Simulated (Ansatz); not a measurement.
Geometry optimisation, RKS PBE-D4/def2-SVP in Ansatz.

input.yaml

```yaml
crystal:
  periodic: [false, false, false]
  atoms:
    - { symbol: Al, position_ang: [-0.042592, -0.215743, 0.059155] }
    - { symbol: O, position_ang: [0.003255, -0.358397, 1.802756] }
    - { symbol: H, position_ang: [-0.827721, -0.407465, 2.304716] }
    - { symbol: Cl, position_ang: [1.772646, -0.361623, -0.967647] }
    - { symbol: Cl, position_ang: [-1.853195, -0.037274, -0.992504] }
    - { symbol: H, position_ang: [0.433413, 2.359381, 0.922933] }
    - { symbol: H, position_ang: [0.308594, 1.79182, 1.356492] }
basis:
  gaussian: { orbitals: def2-SVP }
hamiltonian:
  xc: pbe
  dispersion: d4
relax:
  f_tol: 0.03
  max_steps: 50
```

Launched with:

```bash
$ ansatz run input.yaml --threads 2 --pin off --max-ram 3072MiB --backend cpu --events-out ev --progress --plain --runs-dir out
```

**Question.** Where does it end, and by what steps?

**Answer.** The forces met the threshold. After 9 steps the energy has fallen by 0.126 eV; H6 moved furthest, 0.46 Å.

| step | energy less start (eV) | largest force component (eV/Å) | accepted |
| --- | --- | --- | --- |
| 0 | 0.0000 | 1.481 | yes |
| 1 | -0.0637 | 0.856 | yes |
| 2 | -0.0757 | 0.870 | yes |
| 3 | -0.0861 | 0.690 | yes |
| 4 | -0.1075 | 0.689 | yes |
| 5 | -0.1153 | 0.569 | yes |
| 6 | -0.1216 | 0.421 | yes |
| 7 | -0.1230 | 0.411 | yes |
| 8 | -0.1263 | 0.044 | yes |
| 9 | -0.1265 | 0.007 | yes |

```xyz
7
Properties=species:S:1:pos:R:3
Al -0.015 -0.089 0.209
O -0.025 -0.517 1.866
H -0.846 -0.651 2.365
Cl 1.802 -0.237 -0.831
Cl -1.794 0.233 -0.873
H 0.393 2.153 0.516
H 0.279 1.879 1.234
```

Whether the end is a true minimum wasn't checked by a vibrational analysis.

The run took 15 s on 2 threads of Arm Neoverse V1, on a shared host, peak memory 0.12 GiB.
